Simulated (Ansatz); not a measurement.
Ansatz (a quantum-chemistry and plane-wave program) input file for Cd(Me)(SMe) (C2H6CdS), SMILES C[S][Cd][CH3], PBE/def2-SVPD. The structure is a stationary point at B3LYP-D3(BJ)/def2-SVP. The structure was generated by enumeration; whether it is a known compound was not checked. The def2 effective core potentials stand for the cores of Cd; spin–orbit coupling is left out. The values are those of a single conformer.

Ansatz 0.2 input:
```yaml
crystal:
  periodic: [false, false, false]
  atoms:
    - {symbol: Cd, position_ang: [-0.39177982, 0.28602266, 0.29029979]}
    - {symbol: C, position_ang: [-2.03834248, 1.56923646, 0.70413786]}
    - {symbol: H, position_ang: [-2.44689490, 1.34269459, 1.70024199]}
    - {symbol: H, position_ang: [-2.82872641, 1.41946432, -0.04616738]}
    - {symbol: H, position_ang: [-1.71450485, 2.62000768, 0.68036117]}
    - {symbol: S, position_ang: [1.45384655, -1.16120310, -0.11319783]}
    - {symbol: C, position_ang: [1.62083980, -1.10269684, -1.94991930]}
    - {symbol: H, position_ang: [0.72472878, -1.48272887, -2.46089096]}
    - {symbol: H, position_ang: [2.46566343, -1.75762285, -2.20759124]}
    - {symbol: H, position_ang: [1.84863680, -0.09089051, -2.31448944]}
basis:
  gaussian:
    orbitals: def2-SVPD
hamiltonian:
  xc: {name: PBE}
```

Program output:

```
WARN ansatz: RAYON_NUM_THREADS=1 ignored (pool sized by the plan → 1); use --threads N
Functional definition: PBE
integrals: 0.08 GiB planned
1304 factors; their error is unknown
mean field: 0.52 GiB planned
mean field evaluation 1: about -17544.1255 eV, gradient 7.7e1 eV
mean field evaluation 2: about -17506.8572 eV, gradient 1.3e2 eV
mean field evaluation 4: about -17559.1971 eV, gradient 9.1e0 eV
mean field evaluation 8: about -17559.4160 eV, gradient 2.4e-1 eV
mean field evaluation 16: about -17559.3776 eV, gradient 1.8e-4 eV
mean field -17559.37764123 eV, -645.2952261417 hartree, gradient 4.7e-5 eV, S^2 0.000000; 0 other end points of the search recorded, 0 dependent functions left out
reference -17559.37769739 eV, -645.2952282053 hartree; 27, 27 occupied and 122, 122 virtual orbitals, 1304 factors
Total energy: -17559.37769739 eV, -645.2952282053 hartree
```

The run converged.
